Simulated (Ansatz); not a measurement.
Steps of a relaxation of CH₄BNOSi, SMILES `N=C1OB1[SiH3]` with RKS PBE0-D4/def2-TZVP.

```sh
$ ansatz run in.yaml --threads 2 --pin off --events-out ev --progress --plain --max-ram 4352MiB
```

```yaml
crystal:
  periodic: [false, false, false]
  atoms:
    - {symbol: N, position_ang: [2.401049, 1.397169, -0.812623]}
    - {symbol: C, position_ang: [1.421582, 0.660238, -0.543185]}
    - {symbol: O, position_ang: [1.245173, -0.737233, -0.968475]}
    - {symbol: B, position_ang: [0.233127, -0.206345, -0.208183]}
    - {symbol: Si, position_ang: [-1.533657, -0.779277, 0.566758]}
    - {symbol: H, position_ang: [2.266042, 2.329765, -0.389449]}
    - {symbol: H, position_ang: [-2.590144, 0.217358, 0.172785]}
    - {symbol: H, position_ang: [-1.935074, -2.149860, 0.097210]}
    - {symbol: H, position_ang: [-1.419599, -0.778115, 2.068061]}
basis:
  gaussian: {orbitals: def2-TZVP}
hamiltonian: {xc: pbe0, dispersion: d4}
relax: {f_tol: 0.005, max_steps: 150}
```

Positions (Å) and forces (eV/Å) along the path, 13 of 13 steps:

```xyz
9
step=1 energy=-13184.7353 eV
N     2.401    1.397   -0.813   -1.029   -0.208    0.494
C     1.422    0.660   -0.543    0.555   -0.147   -0.364
O     1.245   -0.737   -0.968   -0.309    0.910    0.510
B     0.233   -0.206   -0.208    0.613   -0.055   -0.364
Si   -1.534   -0.779    0.567   -0.263   -0.035    0.147
H     2.266    2.330   -0.389    0.052   -0.563   -0.237
H    -2.590    0.217    0.173    0.249   -0.208    0.064
H    -1.935   -2.150    0.097    0.127    0.305    0.082
H    -1.420   -0.778    2.068    0.004    0.002   -0.331
9
step=2 energy=-13184.7734 eV
N     2.380    1.385   -0.806   -0.240    0.099    0.173
C     1.411    0.654   -0.540    0.055   -0.426   -0.191
O     1.237   -0.730   -0.965   -0.142    0.497    0.263
B     0.230   -0.207   -0.207    0.249   -0.010   -0.142
Si   -1.531   -0.772    0.569   -0.032   -0.013    0.015
H     2.245    2.306   -0.384    0.058   -0.163   -0.093
H    -2.570    0.218    0.167    0.053   -0.058    0.025
H    -1.910   -2.131    0.093    0.011    0.073    0.033
H    -1.405   -0.770    2.055   -0.013    0.000   -0.082
9
step=3 energy=-13184.7805 eV
N     2.375    1.382   -0.803    0.009    0.090    0.026
C     1.410    0.651   -0.541   -0.002   -0.273   -0.105
O     1.236   -0.718   -0.964    0.036    0.130    0.030
B     0.232   -0.204   -0.208   -0.074    0.030    0.051
Si   -1.527   -0.772    0.567    0.001   -0.009   -0.003
H     2.244    2.299   -0.383    0.030    0.028    0.000
H    -2.565    0.212    0.168   -0.008    0.014   -0.009
H    -1.910   -2.127    0.099    0.000   -0.014   -0.006
H    -1.406   -0.768    2.048    0.008    0.003    0.016
9
step=4 energy=-13184.7820 eV
N     2.374    1.382   -0.805    0.003    0.058    0.033
C     1.410    0.647   -0.543    0.047   -0.111   -0.065
O     1.235   -0.712   -0.964    0.050   -0.004   -0.041
B     0.229   -0.203   -0.207   -0.108    0.045    0.081
Si   -1.529   -0.773    0.568    0.009   -0.003   -0.006
H     2.247    2.297   -0.380    0.007    0.017   -0.006
H    -2.565    0.212    0.165   -0.005    0.003   -0.002
H    -1.909   -2.130    0.100   -0.002   -0.006    0.000
H    -1.405   -0.766    2.049    0.000    0.001    0.005
9
step=5 energy=-13184.7826 eV
N     2.378    1.381   -0.800   -0.034    0.023   -0.006
C     1.413    0.643   -0.544    0.048    0.023   -0.034
O     1.231   -0.706   -0.971    0.034   -0.075   -0.024
B     0.228   -0.200   -0.205   -0.060    0.044    0.039
Si   -1.529   -0.774    0.569    0.006   -0.001   -0.001
H     2.248    2.298   -0.381    0.007   -0.013    0.025
H    -2.566    0.209    0.163   -0.001   -0.002    0.001
H    -1.908   -2.132    0.103    0.001    0.001    0.001
H    -1.405   -0.764    2.050   -0.002    0.001   -0.002
9
step=6 energy=-13184.7829 eV
N     2.376    1.383   -0.805   -0.009   -0.013    0.021
C     1.414    0.642   -0.548    0.026    0.041    0.006
O     1.231   -0.707   -0.972   -0.014   -0.042   -0.024
B     0.226   -0.198   -0.205    0.013    0.021    0.007
Si   -1.529   -0.774    0.569    0.000    0.001    0.001
H     2.251    2.295   -0.372   -0.017   -0.008   -0.009
H    -2.568    0.207    0.161   -0.001   -0.002    0.000
H    -1.906   -2.133    0.105    0.003    0.000    0.000
H    -1.406   -0.761    2.050    0.000    0.001   -0.001
9
step=7 energy=-13184.7831 eV
N     2.377    1.382   -0.802   -0.019   -0.015    0.005
C     1.414    0.641   -0.549    0.011    0.004   -0.004
O     1.223   -0.705   -0.985    0.000   -0.003   -0.003
B     0.226   -0.197   -0.208    0.009    0.007   -0.004
Si   -1.528   -0.773    0.570   -0.007   -0.003    0.003
H     2.249    2.289   -0.361    0.007    0.011    0.001
H    -2.569    0.203    0.156    0.000   -0.001    0.000
H    -1.899   -2.135    0.112    0.001    0.000    0.001
H    -1.406   -0.752    2.051   -0.001    0.001    0.000
9
step=8 energy=-13184.7831 eV
N     2.378    1.381   -0.802   -0.007   -0.005    0.003
C     1.414    0.642   -0.550    0.015    0.009   -0.007
O     1.217   -0.700   -0.994   -0.002    0.004    0.001
B     0.224   -0.193   -0.209   -0.006   -0.012    0.001
Si   -1.528   -0.774    0.571    0.001    0.004    0.000
H     2.258    2.287   -0.356    0.000    0.000    0.001
H    -2.573    0.197    0.153   -0.002    0.000    0.000
H    -1.894   -2.139    0.118    0.002    0.000    0.000
H    -1.408   -0.747    2.052    0.000    0.000    0.001
9
step=9 energy=-13184.7832 eV
N     2.380    1.380   -0.801    0.006    0.006   -0.001
C     1.414    0.642   -0.551    0.005    0.007   -0.002
O     1.209   -0.695   -1.005   -0.004    0.007    0.006
B     0.223   -0.191   -0.210   -0.010   -0.012    0.000
Si   -1.528   -0.773    0.572    0.002   -0.003   -0.001
H     2.265    2.283   -0.347   -0.002   -0.007    0.000
H    -2.578    0.189    0.149    0.002    0.001   -0.002
H    -1.886   -2.142    0.125   -0.001    0.000    0.001
H    -1.410   -0.739    2.053    0.001    0.001    0.000
9
step=10 energy=-13184.7832 eV
N     2.380    1.380   -0.800    0.010    0.011   -0.003
C     1.413    0.643   -0.552   -0.004   -0.001    0.000
O     1.203   -0.691   -1.014   -0.001    0.012    0.006
B     0.222   -0.190   -0.212   -0.008   -0.016   -0.001
Si   -1.527   -0.774    0.573    0.005    0.002   -0.001
H     2.269    2.279   -0.339    0.000   -0.009   -0.001
H    -2.579    0.185    0.143    0.000   -0.001    0.001
H    -1.882   -2.146    0.131   -0.001    0.002    0.001
H    -1.410   -0.732    2.054   -0.001    0.000   -0.001
9
step=11 energy=-13184.7832 eV
N     2.380    1.380   -0.800    0.008    0.012   -0.001
C     1.413    0.643   -0.552   -0.009   -0.007    0.000
O     1.197   -0.687   -1.025    0.001    0.010    0.004
B     0.221   -0.190   -0.214   -0.002   -0.011   -0.001
Si   -1.526   -0.774    0.573   -0.003    0.003    0.002
H     2.273    2.276   -0.331    0.002   -0.007   -0.002
H    -2.579    0.181    0.138    0.001   -0.001    0.000
H    -1.880   -2.149    0.139    0.002    0.003    0.000
H    -1.411   -0.725    2.054    0.001    0.000   -0.003
9
step=12 energy=-13184.7832 eV
N     2.380    1.380   -0.799    0.001    0.008    0.004
C     1.412    0.643   -0.553   -0.006   -0.008    0.000
O     1.192   -0.682   -1.036   -0.001    0.005    0.002
B     0.220   -0.191   -0.216    0.006    0.001   -0.003
Si   -1.526   -0.775    0.574    0.002    0.000    0.000
H     2.277    2.272   -0.321    0.001   -0.006   -0.005
H    -2.579    0.177    0.133    0.000   -0.003    0.002
H    -1.876   -2.153    0.147   -0.001    0.003    0.002
H    -1.411   -0.717    2.055   -0.003   -0.001   -0.003
9
step=13 energy=-13184.7832 eV
N     2.380    1.380   -0.799   -0.002    0.004    0.002
C     1.412    0.643   -0.553   -0.001   -0.004   -0.002
O     1.192   -0.682   -1.036   -0.001    0.004    0.004
B     0.220   -0.191   -0.216    0.003    0.001   -0.003
Si   -1.526   -0.775    0.574   -0.001   -0.001    0.001
H     2.277    2.272   -0.322    0.001   -0.004   -0.001
H    -2.579    0.176    0.133    0.001    0.000    0.000
H    -1.877   -2.152    0.147    0.000    0.001    0.000
H    -1.411   -0.717    2.055    0.000    0.000   -0.001
```

Run time 33 s (2 threads of an Intel Xeon 6975P-C on a shared host); peak host memory 0.45 GiB.
